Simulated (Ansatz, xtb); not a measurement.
This triplet is an excited state, 1.21 eV above the relaxed singlet at the level frozen-core CCSD(T)/aug-cc-pVTZ // B3LYP-D3(BJ)/def2-TZVPD (Ansatz, a quantum-chemistry and plane-wave program).

A geometry relaxed with GFN2-xTB in xtb, charge -1, multiplicity 3:

```xyz
3

Cl     1.5896    -0.3407     0.0000
Cl    -1.5860    -0.3498     0.0000
B     -0.0036     0.6905     0.0000
```

Write the SMILES of this molecule.

`Cl[B-]Cl`
